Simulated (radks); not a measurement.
Results of a calculation; reference values are marked as such.
Valence configurations of S3+ (all share [Ne]). Code: a radial shooting solver on a logarithmic mesh with Libxc functionals. Model: non-relativistic Kohn-Sham, TPSS, spin-unpolarised, spherical densities, point nucleus; meta-GGA in the generalised Kohn-Sham scheme. Energies are relative to 3s2 3p1; eigenvalues in eV.

valence      E (eV)    e(3p)    e(3s)
3s2 3p1       0.000  -40.261  -52.304
3s1.5 3p1.5   6.021  -40.509  -52.548
3s1 3p2      12.038  -40.754  -52.785
3s0.5 3p2.5  18.051  -40.994  -53.014
3p3          24.058  -41.228        -

NIST lists [Ne] 3s2 3p1 as the ground configuration; this level of theory agrees among the configurations tried. The energies are those of spherical spin-averaged densities, not of single terms.
